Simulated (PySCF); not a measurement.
Vibration and rotation of CaN⁺

BLYP constants of CaN⁺, ³Σ⁻ (triplet), unpaired electrons π ↑↑ (PySCF, no relativity, basis sets Ca pcseg-1, N pcseg-1; masses 39.9626 and 14.0031 u):

- ωe: 499.1 cm⁻¹
- ωexe: 3.85 cm⁻¹
- Be: 0.34096 cm⁻¹
- αe: 0.00319 cm⁻¹
- De to Ca⁺ + N: 1.94 eV

Q: What force constant and bond length do these constants imply?

A: Reduced mass μred = 10.370 u; k = 5.8918×10⁻⁷·μred·ωe² (u, cm⁻¹, mdyn/Å) = 1.52 mdyn/Å; Re = √(16.8576/(μred·Be)) (u, cm⁻¹, Å) = 2.184 Å.

Q: Estimate the centrifugal constant D from the Kratzer relation and find the Dunham coefficient a1.

A: D = 4Be³/ωe² = 6.36e-07 cm⁻¹; a1 = −1 − αeωe/(6Be²) = -3.28.

For an ion De counts to the pair picked by the measured ionisation energies or electron affinities, which need not be the lowest pair at this level. The state was picked by a PBE0 search and need not be the measured ground state.
